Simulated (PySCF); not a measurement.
**Dipole response of C²⁺ (carbon, charge +2)**

[He] 2s2, closed-shell 1S. Computed with PySCF 2.14 in an uncontracted even-tempered set (20 s from 0.12 bohr⁻², ratio 2.2; 9 p from 0.23 bohr⁻², ratio 2.4; 6 d from 0.7 bohr⁻², ratio 2.4; 6 f from 1.1 bohr⁻², ratio 2.4; 5 g from 1.6 bohr⁻², ratio 2.4), with scalar relativity by spin-free X2C-1e. Coupled (time-dependent) response in atomic units; α is the mean over directions.

| method | mean α (bohr³) | C₆ (like pair) | S(−4) |
| --- | --- | --- | --- |
| UHF | 4.487 | 7.066 | 22.98 |
| PBE0 | 4.255 | 6.574 | 20.46 |

S(−4) is the Cauchy moment in α(ω) = α(0) + S(−4) ω² + …

α(iu) at UHF:

```csv
u (hartree),α(iu) (bohr³)
0,4.487
0.0500,4.430
0.100,4.269
0.200,3.733
0.300,3.101
0.500,2.054
0.750,1.288
1.00,0.8784
1.50,0.4893
2.00,0.3159
3.00,0.1668
5.00,0.07313
```

For an ion, C₆ is the dispersion term alone; charge-induced terms of lower order in 1/R come first.
